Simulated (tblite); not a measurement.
C5H6F3O (doublet state).
SMILES with atom numbers: `[F:1][C:2]([CH:3]([F:4])[F:5])[C@@H:6]1[CH2:7][CH2:8][O:9]1` (hydrogens: H10 on C3; H11 on C6; H12, H13 on C7; H14, H15 on C8)

Computed with GFN2-xTB (tblite), gas phase: L-BFGS steps from a force-field or distance-geometry start until the largest atomic force falls under 0.01 eV/Å.

Step 7: E = -868.1911 eV
```
atom  x, y, z in Å  |  force x, y, z in eV/Å
F1      0.6746   -1.9903    0.9739    0.059   0.195  -0.317
C2      0.9682   -1.0870    0.0120    0.343   0.354   0.277
C3      2.0076   -0.0559    0.4672    0.114  -0.082  -0.071
F4      2.5745    0.5935   -0.5907   -0.448  -0.152   0.135
F5      3.0463   -0.5823    1.1392   -0.266  -0.091   0.106
C6     -0.1531   -0.3781   -0.6434    0.332   0.004   0.102
C7     -0.8560    0.6113    0.3217   -0.257   0.008   0.177
C8     -2.0481    0.2256   -0.5494   -0.091   0.301   0.026
O9     -1.3995   -0.9919   -0.9296    0.021   0.072   0.100
H10     1.5121    0.7300    1.1091    0.520  -0.360  -0.179
H11     0.1980    0.1485   -1.5403    0.251  -0.029  -0.047
H12    -0.9070    0.1389    1.2968   -0.200  -0.043   0.203
H13    -0.5014    1.6347    0.4477   -0.201  -0.058  -0.439
H14    -2.0785    0.8905   -1.4149   -0.260   0.114  -0.199
H15    -3.0423    0.1205   -0.1214    0.081  -0.232   0.125
```

Step 8: E = -868.2396 eV
```
atom  x, y, z in Å  |  force x, y, z in eV/Å
F1      0.6922   -2.0134    0.9696    0.008   0.238  -0.311
C2      0.9697   -1.0881    0.0261    0.308   0.523   0.265
C3      2.0192   -0.0604    0.4773    0.000  -0.064  -0.049
F4      2.5684    0.5830   -0.5942   -0.368  -0.160   0.176
F5      3.0620   -0.5931    1.1403   -0.292  -0.053   0.035
C6     -0.1472   -0.3690   -0.6371    0.158  -0.060   0.052
C7     -0.8745    0.6190    0.3177   -0.058  -0.071   0.073
C8     -2.0648    0.2364   -0.5607    0.083   0.153   0.128
O9     -1.3996   -0.9783   -0.9350    0.066   0.112  -0.047
H10     1.5452    0.7406    1.1250    0.477  -0.479  -0.247
H11     0.2293    0.1347   -1.5447    0.106  -0.026   0.165
H12    -0.9133    0.1488    1.2982   -0.271   0.010   0.077
H13    -0.5186    1.6372    0.4332   -0.146   0.122  -0.367
H14    -2.1252    0.9118   -1.4253   -0.160  -0.087   0.002
H15    -3.0474    0.0989   -0.1125    0.088  -0.159   0.049
```

Step 9: E = -868.2786 eV
```
atom  x, y, z in Å  |  force x, y, z in eV/Å
F1      0.7060   -2.0268    0.9607   -0.021   0.195  -0.220
C2      0.9755   -1.0802    0.0404    0.114   0.441   0.142
C3      2.0286   -0.0655    0.4846   -0.052  -0.054   0.001
F4      2.5568    0.5727   -0.5953   -0.182  -0.093   0.076
F5      3.0695   -0.6035    1.1430   -0.179  -0.081   0.003
C6     -0.1395   -0.3619   -0.6308   -0.039  -0.032   0.023
C7     -0.8895    0.6241    0.3161    0.120  -0.053  -0.025
C8     -2.0771    0.2472   -0.5675    0.192  -0.049   0.150
O9     -1.3979   -0.9656   -0.9392    0.107   0.102  -0.160
H10     1.5797    0.7407    1.1336    0.323  -0.384  -0.157
H11     0.2560    0.1236   -1.5452   -0.008   0.011   0.295
H12    -0.9237    0.1564    1.3013   -0.295   0.076  -0.037
H13    -0.5351    1.6409    0.4142   -0.097   0.232  -0.260
H14    -2.1645    0.9269   -1.4336   -0.068  -0.227   0.178
H15    -3.0492    0.0790   -0.1045    0.086  -0.085  -0.008
```

Step 10: E = -868.3049 eV
```
atom  x, y, z in Å  |  force x, y, z in eV/Å
F1      0.7149   -2.0317    0.9504   -0.036   0.104  -0.098
C2      0.9806   -1.0670    0.0525   -0.115   0.179  -0.011
C3      2.0341   -0.0700    0.4894   -0.003  -0.055   0.021
F4      2.5458    0.5643   -0.5949    0.003  -0.001  -0.071
F5      3.0713   -0.6122    1.1451   -0.026  -0.149   0.000
C6     -0.1344   -0.3579   -0.6258   -0.148   0.051   0.015
C7     -0.8965    0.6277    0.3149    0.167   0.022  -0.074
C8     -2.0826    0.2532   -0.5689    0.198  -0.190   0.093
O9     -1.3949   -0.9560   -0.9455    0.131   0.051  -0.180
H10     1.6085    0.7338    1.1367    0.130  -0.146   0.030
H11     0.2735    0.1168   -1.5399   -0.053   0.080   0.292
H12    -0.9365    0.1630    1.3027   -0.260   0.129  -0.086
H13    -0.5483    1.6473    0.3964   -0.064   0.237  -0.172
H14    -2.1917    0.9326   -1.4357   -0.002  -0.267   0.256
H15    -3.0482    0.0641   -0.0995    0.078  -0.046  -0.015
```

Q: Estimate the geometry and energy of step 11. (The exact step hangs on the optimiser's Hessian estimate; all steps are aligned on step 10, rigid shifts and turns removed.)

A: E = -868.3221 eV, largest force 0.330 eV/Å
```
atom  x, y, z in Å  |  force x, y, z in eV/Å
F1      0.7209   -2.0345    0.9417   -0.055   0.019   0.000
C2      0.9810   -1.0550    0.0619   -0.220  -0.056  -0.105
C3      2.0378   -0.0737    0.4932    0.061  -0.045  -0.001
F4      2.5395    0.5578   -0.5953    0.110   0.051  -0.146
F5      3.0729   -0.6206    1.1452    0.067  -0.205  -0.006
C6     -0.1331   -0.3550   -0.6219   -0.139   0.113   0.012
C7     -0.8980    0.6320    0.3121    0.096   0.089  -0.066
C8     -2.0837    0.2536   -0.5679    0.119  -0.229   0.025
O9     -1.3913   -0.9493   -0.9548    0.134  -0.009  -0.129
H10     1.6305    0.7274    1.1402   -0.004   0.052   0.172
H11     0.2848    0.1134   -1.5309   -0.048   0.159   0.204
H12    -0.9496    0.1707    1.3008   -0.195   0.162  -0.076
H13    -0.5584    1.6565    0.3825   -0.048   0.178  -0.125
H14    -2.2114    0.9316   -1.4317    0.039  -0.233   0.230
H15    -3.0463    0.0530   -0.0968    0.083  -0.045   0.010
```

The energy changes by -0.0173 eV. The first-order estimate −F·Δx gives -0.0236 eV and the mean of the old and new forces, exact on a quadratic surface, -0.0173 eV. The step makes an angle of 58° with the force vector and moves no atom by more than 0.023 Å.

What follows is the cost of the whole relaxation. Hardware: one thread of an Arm Neoverse V1, shared host with 32 logical CPUs at a one-minute load of 21. Cost: 0.94 s.
